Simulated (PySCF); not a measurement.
C4H4F5N.
Structure used (GFN2-xTB), in Å, numbered top down from 1:
```
atom  x, y, z in Å
F1     2.2698    0.2124    0.9909
C2     1.8715   -0.2031   -0.2132
F3     2.8385    0.0754   -1.0802
F4     1.7430   -1.5306   -0.1590
C5     0.5199    0.4531   -0.5979
F6     0.7305    1.7839   -0.7562
F7     0.1639   -0.0219   -1.8171
C8    -0.5527    0.1881    0.4391
C9    -1.9755    0.2063    0.0204
N10   -1.3228   -1.0243    0.3917
H11   -0.2713    0.5356    1.4273
H12   -2.2043    0.4055   -1.0195
H13   -2.7105    0.5637    0.7272
H14   -1.1007   -1.6447   -0.3808
```

The closed-shell SCF was solved with PySCF and density fitting under several settings on one GFN2-xTB geometry (grid level 2 and gas phase unless stated).

```tsv
settings	basis functions	SCF cycles	E (Eh)	HOMO (eV)	LUMO (eV)	dipole (D)
PBE0/pcSseg-1	190	14	-707.9987	-7.79	1.25	1.61
PBE0/def2-SVPD	247	13	-707.5712	-7.90	0.59	1.70
PBE0/pcSseg-1, grid level 3, fitting basis def2-qzvpp-jkfit	190	10	-707.9988	-7.79	1.25	1.61
WP04/STO-3G, energy threshold 1e-06 Eh, level shift 0.3 Eh	54	8	-712.0478	-6.82	2.22	1.10
```

Q: Estimate the rows for these settings: (1) PBE0/3-21G; (2) OPBE/def2-SVP, start guess vsap; (3) PBE0/def2-SVPD, IEF-PCM water.

A: 
```json
{"settings": "PBE0/3-21G", "basis functions": "98", "SCF cycles": "12", "E (Eh)": "-704.1778", "HOMO (eV)": "-7.13", "LUMO (eV)": "1.88", "dipole (D)": "1.55"}
{"settings": "OPBE/def2-SVP, start guess vsap", "basis functions": "160", "SCF cycles": "13", "E (Eh)": "-707.8863", "HOMO (eV)": "-6.08", "LUMO (eV)": "0.57", "dipole (D)": "1.34"}
{"settings": "PBE0/def2-SVPD, IEF-PCM water", "basis functions": "247", "SCF cycles": "13", "E (Eh)": "-707.5787", "HOMO (eV)": "-7.74", "LUMO (eV)": "0.79", "dipole (D)": "2.04"}
```

Q: Over all rows, what range does the HOMO–LUMO gap span?

A: From 6.65 eV to 9.04 eV.

Q: And the dipole moment?

A: From 1.10 D (WP04/STO-3G, energy threshold 1e-06 Eh, level shift 0.3 Eh) to 2.04 D (PBE0/def2-SVPD, IEF-PCM water); the largest is 1.85 times the smallest, and the median is 1.61 D.

Q: Compare two rows with the functional PBE0: PBE0/pcSseg-1, grid level 3, fitting basis def2-qzvpp-jkfit and PBE0/3-21G. Which energy is lower, and by how much?

A: PBE0/pcSseg-1, grid level 3, fitting basis def2-qzvpp-jkfit (190 functions) lies 3.8210 Eh or 2398 kcal/mol below PBE0/3-21G (98 functions).

Cycle counts include a coarse-grid stage where the run had one. WP04 was designed for NMR shieldings or shifts; total energies of different functionals aren't comparable. One conformer (not necessarily the lowest) at the GFN2-xTB geometry, without vibrations or thermal averaging.
